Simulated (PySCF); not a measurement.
Computed spin Hamiltonian

Species: C6H10FO (doublet state).
Structure used (GFN2-xTB), in Å, numbered top down from 1:
```xyz
18
C6H10FO angstrom
C      3.7865    0.0922   -0.1706
C      2.6224   -0.0786    0.3599
C      1.2190   -0.2862    0.0526
F      1.0458   -0.5145   -1.3322
C      0.3576    0.9236    0.4698
O     -0.9616    0.5977    0.7956
C     -1.7776    0.2358   -0.3064
C     -3.1937    0.0293    0.2045
H      3.9602    0.1165   -1.2483
H      4.6784    0.2172    0.4258
H      0.8408   -1.1953    0.5397
H      0.7856    1.3573    1.3770
H      0.3975    1.6667   -0.3411
H     -1.7512    1.0350   -1.0623
H     -1.4073   -0.6857   -0.7749
H     -3.5717    0.9511    0.6378
H     -3.8420   -0.2773   -0.6113
H     -3.1974   -0.7385    0.9729
```

The hyperfine couplings belong to this conformer and change with its torsions.

As a line formula: `C=[C][C@H](F)COCC` [radical].

Computed with UKS B3LYP, pcH-1 on C F H O, non-relativistic, mean-field spin-orbit, GIAO in PySCF 2.14.0. The structure is a single GFN2-xTB conformer in the gas phase; no vibrational or solvent corrections. A GFN2-xTB geometry isn't a minimum of the functional, and hyperfine couplings can be far from their values at a DFT geometry. No stability test was run, so a lower SCF solution isn't excluded.

- g1, g2, g3: 2.00160, 2.00218, 2.00296
- g_iso: 2.00225
- Form of g: rhombic: the two nearest values differ by 43 % of g3 − g1
- ⟨S²⟩: 0.7584 (exact 0.7500)
- α and β electrons: 32, 31
- HOMO–LUMO gap, α and β orbitals: 6.59, 4.53 eV
- Total energy: -409.63898 Eh

Hyperfine couplings atom by atom, in mT; T1 to T3 are the principal values of the dipolar part (MHz turned into mT with g_iso):

```json
{"atom": "C1", "isotope": "13C", "a_iso": "-0.65", "T1": "-0.63", "T2": "0.09", "T3": "0.54", "Mulliken spin population": "-0.16"}
{"atom": "C2", "isotope": "13C", "a_iso": "9.25", "T1": "-2.89", "T2": "-2.19", "T3": "5.08", "Mulliken spin population": "0.98"}
{"atom": "C3", "isotope": "13C", "a_iso": "2.26", "T1": "-0.18", "T2": "-0.11", "T3": "0.28", "Mulliken spin population": "-0.02"}
{"atom": "F4", "isotope": "19F", "a_iso": "7.19", "T1": "-4.54", "T2": "-4.16", "T3": "8.70", "Mulliken spin population": "0.05"}
{"atom": "C5", "isotope": "13C", "a_iso": "0.18", "T1": "-0.07", "T2": "0.00", "T3": "0.07", "Mulliken spin population": "0.00"}
{"atom": "O6", "isotope": "17O", "a_iso": "-0.01", "T1": "-0.01", "T2": "0.00", "T3": "0.01", "Mulliken spin population": "0.00"}
{"atom": "C7", "isotope": "13C", "a_iso": "0.00", "T1": "-0.01", "T2": "0.00", "T3": "0.01", "Mulliken spin population": "0.00"}
{"atom": "C8", "isotope": "13C", "a_iso": "0.00", "T1": "0.00", "T2": "0.00", "T3": "0.01", "Mulliken spin population": "0.00"}
{"atom": "H9", "isotope": "1H", "a_iso": "6.60", "T1": "-0.17", "T2": "-0.07", "T3": "0.24", "Mulliken spin population": "0.09"}
{"atom": "H10", "isotope": "1H", "a_iso": "4.49", "T1": "-0.23", "T2": "-0.18", "T3": "0.41", "Mulliken spin population": "0.05"}
{"atom": "H11", "isotope": "1H", "a_iso": "0.62", "T1": "-0.29", "T2": "-0.14", "T3": "0.43", "Mulliken spin population": "0.01"}
{"atom": "H12", "isotope": "1H", "a_iso": "0.20", "T1": "-0.20", "T2": "-0.10", "T3": "0.30", "Mulliken spin population": "0.00"}
{"atom": "H13", "isotope": "1H", "a_iso": "0.15", "T1": "-0.09", "T2": "-0.08", "T3": "0.17", "Mulliken spin population": "0.00"}
{"atom": "H14", "isotope": "1H", "a_iso": "0.00", "T1": "-0.03", "T2": "-0.02", "T3": "0.05", "Mulliken spin population": "0.00"}
{"atom": "H15", "isotope": "1H", "a_iso": "0.01", "T1": "-0.04", "T2": "-0.03", "T3": "0.07", "Mulliken spin population": "0.00"}
{"atom": "H16", "isotope": "1H", "a_iso": "0.00", "T1": "-0.01", "T2": "-0.01", "T3": "0.02", "Mulliken spin population": "0.00"}
{"atom": "H17", "isotope": "1H", "a_iso": "0.00", "T1": "-0.01", "T2": "-0.01", "T3": "0.02", "Mulliken spin population": "0.00"}
{"atom": "H18", "isotope": "1H", "a_iso": "0.00", "T1": "-0.01", "T2": "-0.01", "T3": "0.03", "Mulliken spin population": "0.00"}
```

The largest Mulliken spin populations are on C2 (+0.98), C1 (-0.16) and H9 (+0.09). C2 is the only atom above +0.15.

Axes: g1 points within 15° of the C2–C3 bond and g2 points within 14° of the C1–H9 bond.

Under fast tumbling the dipolar parts average out, and these isotropic splittings remain: 1 × 19F (F4, I = 1/2, 2 lines) with 7.19 mT, 1 × 1H (H9, I = 1/2, 2 lines) with 6.60 mT, 1 × 1H (H10, I = 1/2, 2 lines) with 4.49 mT, 1 × 1H (H11, I = 1/2, 2 lines) with 0.62 mT, 1 × 1H (H12, I = 1/2, 2 lines) with 0.20 mT and 1 × 1H (H13, I = 1/2, 2 lines) with 0.15 mT.

The 13C coupling of C2 (259.1 MHz) shows only in satellite lines or after enrichment, since that isotope makes up about 1.07 % of natural carbon.

Examples of negative spin density at the nucleus (bohr⁻³): C1 (-0.0161).

Hardware: an Arm Neoverse V2 with one thread, no GPU (shared host). Cost: 1.7 min (with the writing of density and orbital grids), 0.97 GiB resident at most.
